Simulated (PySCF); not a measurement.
# Whose spectrum? (substituted PAH)

All values: TDA PBE0/def2-SVP, gas phase, PySCF SCF with an in-house response code, fitting set def2-universal-JFIT up to Ne and JKFIT beyond, grid level 1 (kernel 0), vertical, one conformer each, geometries GFN2-xTB; core orbitals frozen in the response, virtual orbitals above 1.5 Eh left out. The lowest 6 singlets were sought, and the brightest is taken among them. The runs took 0.5 to 1 CPU minutes each on shared server CPUs.

Some members have dark charge-transfer states, which this functional places too low. Spin-orbit coupling is left out, which matters for the heavier atoms here.

One system has its HOMO at -6.28 eV, its LUMO at -1.67 eV and these singlet states:

| state | eV | f |
| --- | --- | --- |
| S1 | 3.81 | 0.021 |
| S2 | 4.34 | 0.053 |
| S3 | 4.92 | 0.178 |
| S4 | 4.98 | 0.783 |
| S5 | 5.14 | 0.501 |
| S6 | 5.40 | 0.208 |

(1) Which is it?
A. C[Si](C)(C)C#Cc1cccc2c1ccc1ccccc12 (C19H18Si)
B. CB(C)c1ccc2c(ccc3ccccc32)c1 (C16H15B)
C. [CH3][Sn]([CH3])([CH3])[c]1cccc2ccc3ccccc3c12 (C17H18Sn)
D. Clc1ccc2c(ccc3ccccc32)c1 (C14H9Cl)
E. c1ccc2c(c1)ccc1c(-c3ccncc3)cccc12 (C19H13N)

(2) How do the candidates compare?

Results:

(1) B.

(2) 
| system | HOMO / eV | LUMO / eV | S1 / eV | f(S1) | brightest state sought / eV |
| --- | --- | --- | --- | --- | --- |
| CB(C)c1ccc2c(ccc3ccccc32)c1 | -6.28 | -1.67 | 3.81 | 0.021 | 4.98 |
| C[Si](C)(C)C#Cc1cccc2c1ccc1ccccc12 | -6.16 | -1.50 | 3.97 | 0.031 | 5.03 |
| Clc1ccc2c(ccc3ccccc32)c1 | -6.47 | -1.35 | 4.11 | 0.000 | 5.24 |
| [CH3][Sn]([CH3])([CH3])[c]1cccc2ccc3ccccc3c12 | -6.17 | -1.19 | 4.07 | 0.002 | 5.18 |
| c1ccc2c(c1)ccc1c(-c3ccncc3)cccc12 | -6.37 | -1.32 | 4.13 | 0.002 | 5.13 |
